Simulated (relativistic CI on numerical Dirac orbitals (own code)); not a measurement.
# Au³⁺: O2,3 absorption edge

Computed with this model: Dirac-Coulomb-Breit CI, separate exchange-only KLI orbitals for each configuration, model QED, valence Slater integrals scaled by 0.8, multiplet model of core-to-valence dipole absorption; configurations [Xe] 4f14 5d8 → [Kr] 4d10 4f14 5s2 5p5 5d9; 80 K; Lorentzian 0.6 eV and Gaussian 0.3 eV FWHM. Energies are those of the free ion, without screening or charge transfer. The branching ratio is the share of the lower-energy edge in the whole absorption, uncertain by about 0.02 where the edges overlap. S is read from ⟨S²⟩ = S(S + 1).

Field parameters in Wybourne normalisation: D3d B²₀ = −7Dσ, B⁴₀ = −14Dq − 21Dτ, B⁴₃ = −14√(10/7) Dq; D4h B²₀ = −7Ds, B⁴₀ = 21(Dq − Dt), B⁴₄ = 21√(5/14) Dq; Td as Oh with Dq negative (B⁴₀ = 21Dq, B⁴₄ = √(5/14) B⁴₀). The field is a parameter set, without covalency.

free ion: ground-state S = 0.97, centroid 57.92 eV. Peaks (eV, height): 55.1 (65), 57.8 (100), 61.0 (47).

Td, 10Dq = -11400 cm⁻¹: ground-state S = 0.98, centroid 58.49 eV. Peaks (eV, height): 56.0 (100), 58.3 (91), 60.3 (17), 61.5 (31), 62.8 (16).

D4h, 10Dq = 37150, Ds = -1340, Dt = -170 cm⁻¹: ground-state S = 0.99, centroid 62.93 eV. Peaks (eV, height): 58.7 (81), 59.4 (100), 62.9 (33), 64.1 (11), 66.8 (9), 76.4 (18), 78.6 (16).

D3d, 10Dq = 42950, Dσ = -960, Dτ = 430 cm⁻¹: ground-state S = 1.00, centroid 63.60 eV. Peaks (eV, height): 60.0 (100), 63.3 (33), 68.0 (6), 76.7 (23), 78.9 (21).

D3d, 10Dq = 41550, Dσ = -1010, Dτ = -120 cm⁻¹: ground-state S = 0.99, centroid 63.24 eV. Peaks (eV, height): 59.6 (100), 63.0 (34), 64.7 (7), 67.3 (7), 76.4 (23), 78.6 (20).

D4h, 10Dq = 24700, Ds = -1020, Dt = -390 cm⁻¹: ground-state S = 0.99, centroid 61.67 eV. Peaks (eV, height): 57.7 (100), 58.3 (96), 59.0 (74), 61.0 (28), 62.4 (30), 64.8 (15), 75.1 (14), 75.7 (15), 77.7 (16).

Strongest unbroadened transitions for D4h, 10Dq = 24700, Ds = -1020, Dt = -390 cm⁻¹:

| Energy (eV) | Relative strength |
| --- | --- |
| 57.13 | 26.6 |
| 57.48 | 46.3 |
| 57.69 | 23.4 |
| 57.71 | 81.0 |
| 57.74 | 36.4 |
| 58.32 | 40.6 |
| 58.33 | 100.0 |
| 58.59 | 21.4 |
| 59.08 | 37.3 |
| 59.09 | 88.6 |
| 60.92 | 15.9 |
| 61.00 | 31.2 |
| 61.54 | 17.3 |
| 62.50 | 43.8 |
| 64.83 | 19.6 |
| 75.00 | 23.5 |
| 77.23 | 17.2 |
| 77.79 | 21.2 |
